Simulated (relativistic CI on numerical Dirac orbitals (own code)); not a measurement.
Fe⁶⁺: 2p photoemission

Computed with this model: Dirac-Coulomb-Breit CI, separate exchange-only KLI orbitals for each configuration, model QED, valence Slater integrals scaled by 0.9, multiplet model of photoemission in the sudden approximation; configurations [Ar] 3d2 → [He] 2s2 2p5 3s2 3p6 3d2; 300 K; Lorentzian 0.35 eV and Gaussian 0.6 eV FWHM. Energies are those of the free ion, without screening or charge transfer. The energies are binding energies and can lie tens of eV above those of solids. S is read from ⟨S²⟩ = S(S + 1).

Field parameters in Wybourne normalisation: Oh B⁴₀ = 21Dq, B⁴₄ = √(5/14) B⁴₀. The field is a parameter set, without covalency.

free ion: ground-state S = 1.00, centroid 854.25 eV. Peaks (eV, height): 848.0 (54), 849.8 (100), 851.7 (9), 853.0 (10), 855.0 (8), 862.4 (40), 863.7 (25), 867.9 (21).

Oh, 10Dq = 5900 cm⁻¹: ground-state S = 1.00, centroid 854.28 eV. Peaks (eV, height): 848.1 (75), 849.9 (100), 852.1 (8), 853.4 (11), 855.3 (8), 857.0 (8), 862.5 (46), 867.8 (16).

Oh, 10Dq = 16200 cm⁻¹: ground-state S = 1.00, centroid 854.30 eV. Peaks (eV, height): 848.1 (84), 849.9 (100), 853.3 (9), 854.6 (7), 857.7 (8), 862.1 (55), 863.0 (53), 868.4 (13).

Oh, 10Dq = 26550 cm⁻¹: ground-state S = 1.00, centroid 854.31 eV. Peaks (eV, height): 848.1 (86), 849.3 (81), 850.0 (100), 854.3 (8), 858.6 (9), 862.3 (59), 863.3 (47), 867.1 (7), 869.2 (8).

Oh, 10Dq = 36900 cm⁻¹: ground-state S = 1.00, centroid 854.32 eV. Peaks (eV, height): 848.1 (86), 849.3 (84), 850.1 (100), 852.5 (10), 859.1 (11), 860.3 (8), 862.5 (56), 863.7 (39), 868.1 (6).

Strongest unbroadened transitions for free ion:

| Energy (eV) | Relative strength |
| --- | --- |
| 847.80 | 29.0 |
| 847.96 | 38.1 |
| 848.23 | 20.5 |
| 848.74 | 13.3 |
| 849.71 | 100.0 |
| 849.90 | 56.2 |
| 850.62 | 7.5 |
| 850.83 | 7.5 |
| 851.79 | 8.9 |
| 852.97 | 6.1 |
| 853.10 | 8.1 |
| 855.05 | 9.3 |
| 856.80 | 5.6 |
| 862.38 | 59.3 |
| 863.58 | 18.4 |
| 863.80 | 20.2 |
| 867.34 | 3.9 |
| 867.94 | 30.8 |
